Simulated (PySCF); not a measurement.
# What a mistake does to a calculation on GeH6NOSi

All numbers below are calculated, not measured. The program is PySCF 2.14.0, an open-source quantum chemistry code, run on an isolated molecule that a program drew, which may never have been made. The molecule is GeH6NOSi (charge 0, doublet), drawn as the SMILES string `O[SiH][NH][GeH3]`.

Each row is a Hartree-Fock (HF) and frozen-core CCSD(T) single point in the cc-pV(D+d)Z basis, meant for a local HF minimum. Run 1 is clean. Each other run has one planted mistake out of seven kinds, and not every kind appears here: one electron removed, one electron added, multiplicity raised by two, geometry at a saddle point, minimal basis STO-3G, one bond length entered in bohr, all coordinates scaled. The reference is restricted for singlets and unrestricted otherwise, and also for a bond in bohr. Adding or removing an electron swaps singlet and doublet. Electrons count all cores. HOMO and LUMO are orbital energies over both spins, the gradient is its largest component, and the lowest frequency (negative if imaginary) is given only where the gradient is small. Bond lengths are over the 9 bonds as drawn. T1 is the CCSD diagnostic: over 0.02 (restricted) or 0.045 (unrestricted) a single reference is doubtful. Germanium has the cc-pVDZ-PP basis, with a core potential (ECP10MDF) in place of its 10 inner electrons, and its 3s, 3p and 3d shells are frozen in CCSD(T).

Geometry of the clean run:
```xyz
10
GeH6NOSi, angstrom
O    -0.2349    0.0293   -1.9632
Si   -1.1605    1.1334   -1.1413
N    -0.6926    0.8942    0.4855
Ge    0.3127   -0.5065    1.1686
H    -0.5218   -0.2686   -2.8128
H    -2.6019    0.8459   -1.4257
H    -0.9163    1.6128    1.1495
H     0.2816   -0.3343    2.6918
H     1.7594   -0.4492    0.6780
H    -0.3205   -1.8414    0.7787
```

```
run  electrons  basis functions  <S^2>  HOMO (eV)  LUMO (eV)  gradient (hartree/bohr)  lowest frequency (cm^-1)  mean bond (Å)  longest bond (Å)      T1  HF (hartree)  CCSD(T) (hartree)                          mistake
  1         67              104  0.755      -8.21       2.30                  4.2e-05                        77         1.4732             1.855  0.0145    -715.15515         -715.75211                         no fault
  2         67              104  1.741      -8.20       0.72                  1.2e-02                         -         1.6242             2.888  0.0222    -715.03411         -715.60955  one bond length entered in bohr
  3         68              104  0.000       0.36       8.03                  1.1e-01                         -         1.4732             1.855  0.0159    -715.10302         -715.73058                                ?
  4         67              104  3.762      -2.64      -0.44                  8.9e-02                         -         1.4732             1.855  0.0237    -714.93291         -715.51637                                ?
```

**Which mistake was planted in run 3, and what did it cost?**

It counts 68 electrons, one more than the clean run, at the same geometry and basis. So the mistake is: one electron added. Subtracting run 1 and multiplying by 627.51 kcal/mol a hartree, the energy moved by 32.7 kcal/mol in HF and 13.5 kcal/mol in CCSD(T).

**Which mistake was planted in run 4, and what did it cost?**

Electrons, basis and geometry are unchanged, and <S^2> is 3.762, beside S(S+1) = 3.75 for a multiplicity of 4. So the mistake is: multiplicity raised by two. Subtracting run 1 and multiplying by 627.51 kcal/mol a hartree, the energy moved by 139.5 kcal/mol in HF and 147.9 kcal/mol in CCSD(T).

Cautions from the logs. Run 3: the HOMO is above zero, so the electron isn't bound and the energy depends on the basis.
